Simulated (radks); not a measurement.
Spherical quantum dot in the effective-mass picture: electrons in a parabolic well V = omega^2 r^2 / 2 with omega = 0.968, with a point charge +2 (a donor) at the centre, all in effective atomic units (hartree* = m*/eps^2 hartree, bohr* = eps/m* bohr), one dielectric constant everywhere. Calculated with a radial shooting solver with Libxc functionals: non-relativistic Kohn-Sham, LDA (Slater exchange, Perdew-Wang correlation), spin-polarised, spherical densities. Levels are named by radial order and angular momentum (1s, 1p, 1d, 2s, ...), and open shells are averaged over m.

N = 16, configuration 1s2 1p6 1d(up 5, down 1) 2s2. This is the lowest configuration that the search found. Occupied and some empty levels:

level    occupation  eigenvalue (hartree*)  <r> (bohr*)
1s up             1                 7.2292       0.9620
1s down           1                 7.2531       0.9400
1p up             3                 8.2834        1.904
1p down           3                 8.3495        1.894
2s up             1                 8.4885        1.949
2s down           1                 8.5470        1.964
1d up             5                 8.9085        2.252
1d down           1                 8.9794        2.256
1f up             0                 9.5551        2.500
2p up             0                 9.6075        2.185
1f down           0                 9.6234        2.510
2p down           0                 9.6530        2.193
1g up             0                 10.240        2.707
1g down           0                 10.303        2.719

Energy (hartree*): total 77.7954, kinetic 17.112, external 8.7181, Hartree 59.469, exchange-correlation -7.5032.
